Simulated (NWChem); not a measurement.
CH5FOSi; SMILES C[SiH](F)O

Program: NWChem. Coordinates come from a PBE0/def2-SVP optimisation. One conformer.

Diagonal of the polarisability tensor at CAM-B3LYP/def2-SVPD, static: 39.59, 44.94, 41.32 bohr³.

Question: Find the mean polarisability volume, the molar refraction, and the refractive index that an ideal gas of it would have at 273.15 K and 1 atm.

Answer: 
1. Mean: one third of the trace = 41.95 bohr³ × 0.14818 Å³/bohr³ = 6.22 Å³.
2. Molar refraction (Lorentz-Lorenz): (4π/3) N_A α = 15.7 cm³/mol.
3. Number density p/kT = 2.687 × 10⁻⁵ Å⁻³; n − 1 = 2π N α = 10.49 × 10⁻⁴.
4. These hold the electronic response alone: vibrational and orientational terms add to the static dielectric constant.
